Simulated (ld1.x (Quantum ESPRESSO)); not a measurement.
## Pseudopotential generation for Co (Z = 27): TM, LDA (PZ), scalar-relativistic.

Co (Z = 27), norm-conserving Troullier–Martins (Kleinman–Bylander form), made with ld1.x (Quantum ESPRESSO) 7.5 (LDA (PZ), scalar-relativistic). Core [Ne], reference 3s2 3p6 3d6 4s0 4p0 (charge +3). Waves: 3s (bound): rc 1.20 bohr; 3d (bound): rc 1.75 bohr; 3p (bound): rc 0.85 bohr. Local part: the p channel. Core correction: Bessel-smoothed model core, default radius (core density twice the valence density).

Question: Estimate the cutoffs (Ry, on a coarse ladder) from which the occupation-weighted sum of valence levels, in a spherical-Bessel basis at the reference potential, stays within 10 and 1 mRy of its value at 400 Ry.

Answer: 160 Ry and 260 Ry.

Question: What does a ghost test show?

Answer: No extra level below or beside the all-electron valence levels (s, d, p, f tested).

Question: Which valence shell sets the plane-wave cutoff?

Answer: 3p: its level needs 160 Ry to come within 1 mRy, against 120 Ry for 3s.

Question: Tests: 3s2 3p6 3d7 4s2 4p0; 3s2 3p6 3d7 4s1 4p0; 3s2 3p6 3d7 4s0 4p0; 3s1 3p6 3d7 4s2 4p0; 3s2 3p6 3d8 4s1 4p0; 3s2 3p6 3d7 4s1 4p1; 3s2 3p6 3d7.5 4s1.5 4p0. Which has the largest error in its energy relative to the reference configuration, and how large is it?

Answer: 3s1 3p6 3d7 4s2 4p0, with +876 meV (all-electron minus pseudo) on +47.42 eV.
